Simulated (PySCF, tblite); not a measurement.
Isomers of C4H9FO3Si. Calculated harmonic vibrations of the isolated species, GFN2-xTB (tblite), most abundant isotopes, no scaling. The method is semi-empirical: single wavenumbers can be off by several per cent or more. Modes of hydrogen on silicon can be 10 to 20 % off. One conformer each.

Electronic energies: PBE0/pcSseg-1 single points on the GFN2-xTB geometries (PySCF, gas phase).

```
                         SMILES  electronic energy, lowest = 0 (kcal/mol)
            CO[Si@H](O)CO/C=C\F                                      61.9
               O[Si]1(CF)OCCCO1                                       0.0
            CO[Si](O)(/C=C\F)OC                                      15.6
    CO[C@@]1(O[SiH2]O)C[C@@H]1F                                      64.3
C[C@@H](O[SiH3])[C@@H](F)C(=O)O                                      56.2
     CO[C@@]1(O[SiH2]O)C[C@H]1F                                      65.1
```

Q: How do GFN2-xTB zero-point energies change the relative energies?

A: 
```json
{"SMILES": "O[Si]1(CF)OCCCO1", "ZPE (kcal/mol)": "85.2", "of it from modes above 1550 cm⁻¹": "39.1", "electronic (kcal/mol)": "0.0", "with ZPE, lowest = 0 (kcal/mol)": "0.0", "lowest mode (cm⁻¹)": "51", "rings": "1"}
{"SMILES": "CO[Si](O)(/C=C\\F)OC", "ZPE (kcal/mol)": "82.2", "of it from modes above 1550 cm⁻¹": "42.0", "electronic (kcal/mol)": "15.6", "with ZPE, lowest = 0 (kcal/mol)": "12.6", "lowest mode (cm⁻¹)": "26", "rings": "0"}
{"SMILES": "C[C@@H](O[SiH3])[C@@H](F)C(=O)O", "ZPE (kcal/mol)": "79.2", "of it from modes above 1550 cm⁻¹": "38.7", "electronic (kcal/mol)": "56.2", "with ZPE, lowest = 0 (kcal/mol)": "50.2", "lowest mode (cm⁻¹)": "14", "rings": "0"}
{"SMILES": "CO[Si@H](O)CO/C=C\\F", "ZPE (kcal/mol)": "81.0", "of it from modes above 1550 cm⁻¹": "41.0", "electronic (kcal/mol)": "61.9", "with ZPE, lowest = 0 (kcal/mol)": "57.8", "lowest mode (cm⁻¹)": "31", "rings": "0"}
{"SMILES": "CO[C@@]1(O[SiH2]O)C[C@@H]1F", "ZPE (kcal/mol)": "80.0", "of it from modes above 1550 cm⁻¹": "37.9", "electronic (kcal/mol)": "64.3", "with ZPE, lowest = 0 (kcal/mol)": "59.2", "lowest mode (cm⁻¹)": "41", "rings": "1"}
{"SMILES": "CO[C@@]1(O[SiH2]O)C[C@H]1F", "ZPE (kcal/mol)": "80.0", "of it from modes above 1550 cm⁻¹": "37.9", "electronic (kcal/mol)": "65.1", "with ZPE, lowest = 0 (kcal/mol)": "59.9", "lowest mode (cm⁻¹)": "43", "rings": "1"}
```

The zero-point energies span 6.0 kcal/mol, from `C[C@@H](O[SiH3])[C@@H](F)C(=O)O` to `O[Si]1(CF)OCCCO1`. The order is unchanged.

Q: And how do the electronic energies of GFN2-xTB itself compare?

A: `O[Si]1(CF)OCCCO1` 0.0; `CO[Si](O)(/C=C\F)OC` 28.1; `C[C@@H](O[SiH3])[C@@H](F)C(=O)O` 44.7; `CO[Si@H](O)CO/C=C\F` 52.7; `CO[C@@]1(O[SiH2]O)C[C@@H]1F` 32.9; `CO[C@@]1(O[SiH2]O)C[C@H]1F` 33.2 kcal/mol, lowest = 0. Against the energies above, taken from the same isomer `O[Si]1(CF)OCCCO1`, the largest difference is 31.9 kcal/mol.

Q: What do entropy and thermal enthalpy add at 298.15 K and 1 bar (rigid rotor, harmonic oscillator, one conformer each)?

A: 
| SMILES | point group | symmetry number | S (cal/(mol K)) | H − H(0) (kcal/mol) | ZPE + H − H(0) − TS (kcal/mol) |
| --- | --- | --- | --- | --- | --- |
| O[Si]1(CF)OCCCO1 | Cs | 1 | 100.1 | 7.10 | 62.4 |
| CO[Si](O)(/C=C\F)OC | C1 | 1 | 114.8 | 8.63 | 56.6 |
| CO[Si@H](O)CO/C=C\F | C1 | 1 | 112.1 | 8.27 | 55.9 |
| CO[C@@]1(O[SiH2]O)C[C@@H]1F | C1 | 1 | 105.4 | 7.72 | 56.3 |
| CO[C@@]1(O[SiH2]O)C[C@H]1F | C1 | 1 | 105.5 | 7.76 | 56.3 |

Not tabulated: `C[C@@H](O[SiH3])[C@@H](F)C(=O)O` (lowest mode only 14 cm⁻¹).
